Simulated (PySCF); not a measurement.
Isomers C6H6F2:

A. `InChI=1S/C6H6F2/c7-5-3-1-2-4-6-8/h1,3H,5-6H2/b3-1-`
B. SMILES CC1=CC=CC1(F)F
C. `CC#CC(C=C)(F)F`
D. `C=C/C(F)=C/C=C\F`
E. `F/C(C)=C1\C=C(F)C1`

Spectrum 1. ¹H NMR (500 MHz, computed): δ 6.86 (m, 1H), 6.37 (m, 1H), 6.13 (m, 1H), 6.06 (m, 1H), 6.04 (m, 1H), 5.62 (m, 1H). ¹³C{¹H} NMR (computed): δ 166.8 (C), 159.3 (CH), 136.7 (CH), 124.0 (CH2), 111.7 (CH), 110.4 (CH).

Spectrum 2. ¹H NMR (500 MHz, computed): δ 6.62 (m, 1H), 5.83 (m, 1H), 5.69 (m, 2H), 5.58 (m, 2H). ¹³C{¹H} NMR (computed): δ 152.1 (CH), 113.6 (CH), 103.1 (C), 94.0 (C), 86.1 (CH2), 74.1 (CH2).

Spectrum 3. ¹H NMR (500 MHz, computed): δ 5.55 (m, 1H), 3.26 (m, 2H), 2.03 (m, 3H). ¹³C{¹H} NMR (computed): δ 167.6 (C), 155.9 (C), 115.4 (CH), 111.1 (C), 40.8 (CH2), 18.0 (CH3).

Spectrum 4. ¹H NMR (500 MHz, computed): δ 6.41 (m, 1H), 6.30 (m, 1H), 5.93 (m, 1H), 2.14 (s, 3H). ¹³C{¹H} NMR (computed): δ 154.5 (C), 143.5 (CH), 139.1 (CH), 133.6 (CH), 131.3 (C), 13.9 (CH3).

Spectrum 5. ¹H NMR (500 MHz, computed): δ 6.20 (m, 1H), 5.99 (m, 1H), 5.66 (m, 1H), 2.11 (t, J = 6.3 Hz, 3H). ¹³C{¹H} NMR (computed): δ 143.6 (CH, t, J = 27.0 Hz), 124.8 (CH2, t, J = 5.7 Hz), 116.5 (C, t, J = 290.2 Hz), 94.9 (C, t, J = 2.6 Hz), 79.4 (C, t, J = 40.2 Hz), 4.4 (CH3).

PySCF 2.14.0 with density-fitted response routines calculation with GFN2-xTB structure, spin–spin couplings from B3LYP/pcJ-1 (spin–dipole term left out of most H,H and C,H couplings) and NMR shieldings at PBE0/pcSseg-1/GIAO; no relativistic terms, isolated molecule, single conformer, one averaged value for each set of equivalent atoms.

References, each an isolated molecule treated in the same way: ¹H (31.72 ppm), ¹³C (186.93 ppm) against TMS. Multiplet labels drop J under 1 Hz and among equivalent protons, and merge close values. Unscaled 3J(H,H) run several per cent high. Splittings of carbon signals by F and P are missing where no couplings were computed. Where no couplings were computed, multiplicities follow the n + 1 count of equivalent neighbours, and m marks all less simple cases (inequivalent or close neighbours, rings, F or P nearby). One-bond C–F couplings are unscaled and too large by tens of Hz. Shifts are as computed. Against solution values, carbons near 30 ppm lie about +3 ppm off and those near 130 ppm about +5 ppm. Of 1309 compounds with measured shifts, 239 miss one by over three times the rms of a fit or turn the order of signals round; such compounds aren't used in these exercises.

Which spectrum belongs to which compound?

Answers

1–D, 2–A, 3–E, 4–B, 5–C.

- Spectrum 1 (D): 6 ¹³C signals; δC 159.3 is an alkene CH; δC 136.7 is an alkene CH.
- Spectrum 2 (A): 6 ¹³C signals; δC 152.1 is an alkene CH; δC 113.6 is an alkene CH.
- Spectrum 3 (E): 6 ¹³C signals; δC 155.9 is a fully substituted alkene carbon; δC 115.4 is an alkene CH.
- Spectrum 4 (B): 6 ¹³C signals; δC 154.5 is a fully substituted alkene carbon; δC 143.5 is an alkene CH.
- Spectrum 5 (C): 6 ¹³C signals; δC 143.6 is an alkene CH; δC 124.8 is a terminal =CH2 carbon.
